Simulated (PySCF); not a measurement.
**Worked example: chemical shift, span and skew from a shielding tensor**

B(All)(H)2 (C₃H₇B), SMILES BCC=C. Atoms are numbered in the order given.

```xyz
11

B      0.8478     0.2466     1.7487
C      0.0744    -0.5062     0.6291
C     -0.5075     0.2954    -0.4874
C     -0.3452     0.0394    -1.7865
H     -0.7523    -0.8905     1.2822
H      0.5853    -1.4153     0.2736
H     -1.0895     1.1775    -0.1909
H      0.2324    -0.8244    -2.1323
H     -0.7796     0.6860    -2.5531
H      1.5878    -0.3607     2.4889
H      0.6471     1.4225     1.9575
```
Charge 0, spin multiplicity 1.

Geometry: PBE0-D3(BJ)/def2-SVP. This is a generated structure with no PubChem entry under its InChIKey; it may be hypothetical. The values are those of a single conformer.

GIAO shieldings from PBE/pcSseg-1 (PySCF), non-relativistic, no solvent. The symmetric part of the tensor of C4 has the principal values -42.9, 80.6, 148.8 ppm. The same nucleus in TMS has σ = 182.0 ppm at this level (PySCF, at its B3LYP-D3(BJ)/def2-TZVP geometry).

**Question.** Work out the isotropic shielding, the ¹³C shift against TMS, the span and the skew.

**Answer.** 
σ(iso) = (σ11 + σ22 + σ33)/3 = 62.2 ppm. δ = σ(ref) − σ(iso) = 182.0 − (62.2) = 119.8 ppm.
Span Ω = σ33 − σ11 = 191.7 ppm. Skew κ = 3(σ(iso) − σ22)/Ω = -0.29. Tumbling in solution averages the tensor to δ; in a static solid the shielding alone would spread this spin-1/2 line over Ω.
